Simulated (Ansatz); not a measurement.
C2H5Br3Ge⁺, that is GeEtBr3 with one electron fewer. Charge 1, multiplicity 2. Geometry PBE-D4/def2-SVP.

Cartesian coordinates in Å:
```
Ge -1.190 -0.205 0.758
C 0.440 0.762 0.240
C 1.237 0.088 -0.868
H 0.993 0.857 1.200
H 0.059 1.771 -0.028
H 2.127 0.714 -1.085
H 1.603 -0.915 -0.575
H 0.660 -0.002 -1.809
Br -0.896 -2.602 0.885
Br -2.483 -0.997 -1.127
Br -2.549 0.528 2.409
```

Estimate the α-spin orbital energies around the gap (eV) in Ansatz with PBE-D4/def2-TZVP, PBE0-D4/def2-TZVP.


| orbital | PBE-D4/def2-TZVP | PBE0-D4/def2-TZVP |
| --- | --- | --- |
| HOMO−5 | -13.16 | -14.59 |
| HOMO−4 | -12.52 | -13.89 |
| HOMO−3 | -12.50 | -13.78 |
| HOMO−2 | -12.27 | -13.68 |
| HOMO−1 | -12.05 | -13.35 |
| HOMO | -11.92 | -13.19 |
| LUMO | -7.87 | -7.04 |
| LUMO+1 | -6.84 | -6.04 |
| LUMO+2 | -5.50 | -4.63 |
| LUMO+3 | -4.26 | -3.41 |
| LUMO+4 | -3.28 | -2.45 |
| LUMO+5 | -2.50 | -1.64 |
| β HOMO | -11.90 | -13.17 |
| β LUMO | -11.35 | -10.63 |
